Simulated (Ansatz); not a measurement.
Isolated molecules relaxed with PBE0-D4/def2-TZVP in Ansatz; ΔE leaves out vibrations. CBS: MP2 limit from def2 TZ/QZ plus the TZ coupled-cluster correction, frozen cores. This one scheme is used for every species. Functionals use def2-TZVPP. def2 core potentials past Kr. For In outer-core shells are correlated without core-valence functions, which leaves a few kJ/mol of doubt a bond. One conformer a species, not always the lowest.

Reaction (ligand exchange at the In–C bond): `[CH3][InH][C]#CS` + `C=C=CO` → `C=C=C[O][InH][CH3]` + `C#CS`

```csv
level,ΔE (kJ/mol)
LDA (SPW92),-22.4
r2SCANh,-20.9
RPA@PBE/def2-TZVPP,-20.0
CCSD(T)/def2-TZVPP,-16.6
```

Question: What does CCSD(T)/CBS give? (An estimate is asked.)

Answer: Ansatz gave: -27.2 kJ/mol. The listed levels differ from it by 4.8, 6.3, 7.2, 10.6 kJ/mol.

Question: What do rigid-rotor, harmonic-oscillator terms from PBE0-D4/def2-TZVP frequencies (298.15 K, 1 bar) make of the CCSD(T)/CBS value? (Best estimate.)

Answer: Computed: ΔZPE = -4.7 kJ/mol, ΔH = -32.1 kJ/mol, ΔS = -15 J/(mol·K), ΔG = -27.6 kJ/mol. Modes under 50 cm⁻¹ make the entropy rough.

Largest T1 diagnostic among the species: 0.015.

From r2SCAN to r2SCAN0 (25 % exact exchange), in def2-TZVPP and without D4, ΔE moves by +5.9 kJ/mol. Leaving LDA and LC-ωPBE aside and taking each functional with its dispersion term where it has one, the values, not all of them listed here, spread over 9.3 kJ/mol, from r2SCAN-D4 to HSE06-D4. LDA lies −7.5 kJ/mol from PBE without D4.

CCSD(T)/CBS has its own doubt, a few kJ/mol and more with outer-core shells, so smaller differences from it don't rank the levels.
